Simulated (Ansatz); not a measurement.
Process, species as SMILES: OB(O)P [phosphanylboronic acid] + H+ → OB(O)[PH3+]
Structures are relaxed separately at B3LYP-D3(BJ)/def2-TZVP in Ansatz (a first-principles code), one conformer each, not searched for the lowest.

Quantity: proton affinity (electronic energy difference), positive where the reaction releases energy, in kcal/mol. Valence correlation only, unless marked. No spin-orbit coupling. Non-relativistic. CBS marks a two-point X^-3 extrapolation of the correlation energy; Hartree-Fock from the larger set. The bracket is a focal-point correction in the basis named.

| level | program | proton affinity (kcal/mol) | minus last row |
|---|---|---|---|
| HF/cc-pV(D+d)Z | Ansatz | 215.2 | 7.4 |
| B97M-V/def2-TZVPD | Ansatz | 205.5 | -2.3 |
| PBE0/6-31G* | Ansatz | 210.2 | 2.4 |
| PBE0/def2-SVP | Ansatz | 210.8 | 3.0 |
| PBE0-D3(BJ)/def2-TZVP | Ansatz + dftd3 | 209.2 | 1.4 |
| PBE0/def2-TZVPD | Ansatz | 208.3 | 0.5 |
| PBE0/def2-QZVPP | Ansatz | 208.9 | 1.1 |
| HSE06/def2-TZVPD | Ansatz | 208.3 | 0.5 |
| CAM-B3LYP-D4/def2-TZVPD | Ansatz + dftd4 | 208.0 | 0.2 |
| B2GP-PLYP-D4/def2-TZVPD | Ansatz + dftd4 | 208.4 | 0.6 |
| MP2/STO-3G | Ansatz | 278.1 | 70.3 |
| MP2/CBS(cc-pV(T+d)Z,cc-pV(Q+d)Z) | Ansatz | 207.4 | -0.4 |
| CCSD(T)/STO-3G | Ansatz | 280.2 | 72.4 |
| RI-MP2/CBS(cc-pV(T+d)Z,cc-pV(Q+d)Z)+[CCSD(T)-MP2]/cc-pV(Q+d)Z | Ansatz | 207.8 | 0.0 |
| CCSD(T)/CBS(cc-pV(T+d)Z,cc-pV(Q+d)Z) | Ansatz | 207.8 | 0.0 |
